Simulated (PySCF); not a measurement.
**C₆ coefficients of unlike pairs at UHF**

Calculated with PySCF 2.14 from the dipole response of each species, C₆(A,B) = (3/π) ∫ α_A(iu) α_B(iu) du, in atomic units, from isotropic polarisabilities. For ions this is the dispersion term alone; charge-induced terms of lower order in 1/R come first.

```csv
species,configuration,basis,relativity,α (bohr³),C₆ (like pair)
Cd⁺,[Kr] 4d10 5s1 (2S),aug-cc-pwCVDZ-PP with ECP28MDF (6s6p5d3f),core potential,31.53,181.3
Ni²⁺,[Ar] 3d8 (3F),"aug-cc-pVTZ with one added diffuse shell each of s, p, d, f, g type (9s8p6d4f3g)",none,2.631,7.194
Co³⁺,[Ar] 3d6 (5D),def2-TZVPPD (6s6p4d2f1g),none,1.396,3.197
Au,[Xe] 4f14 5d10 6s1 (2S),aug-cc-pVTZ-PP with ECP60MDF (6s6p5d3f2g),core potential,49.88,437.7
```

Question: Estimate C₆ for Ni²⁺ with Cd⁺.

Answer: The integral gives 29.65. The combination rule 2 C_A C_B / (C_A α_B/α_A + C_B α_A/α_B) gives 25.74 and the geometric mean 36.12.

No spin-orbit coupling is included.

The other pairs:

```tsv
pair	C₆
Au, Cd⁺	281.4
Au, Ni²⁺	45.75
Co³⁺, Ni²⁺	4.725
Au, Co³⁺	27.26
Co³⁺, Cd⁺	17.79
```
